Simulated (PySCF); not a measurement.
# Zr³⁺: fine-structure interval

Zr³⁺ [Kr] 4d1 [4d3/2^1, M_J = 3/2] → Zr³⁺ [Kr] 4d1 [4d5/2^1, M_J = 5/2], as a difference of total energies. Calculation: PySCF 2.14, in x2c-TZVPall-2c (8s9p7d1f, 77 functions); the two-component X2C-1e Hamiltonian. Correlated levels: [Ar] 3d10 frozen; the 6 highest virtual spinors dropped. "Screened" scales the spin-orbit matrix elements by Boettger's factors to mimic the two-electron term; Breit and QED terms are absent.

```json
{"method": "GHF (screened spin-orbit)", "fine-structure interval (cm⁻¹)": "1300.8"}
{"method": "GMP2 (screened spin-orbit)", "fine-structure interval (cm⁻¹)": "1247.0"}
{"method": "GHF (bare spin-orbit)", "fine-structure interval (cm⁻¹)": "1778.0"}
```
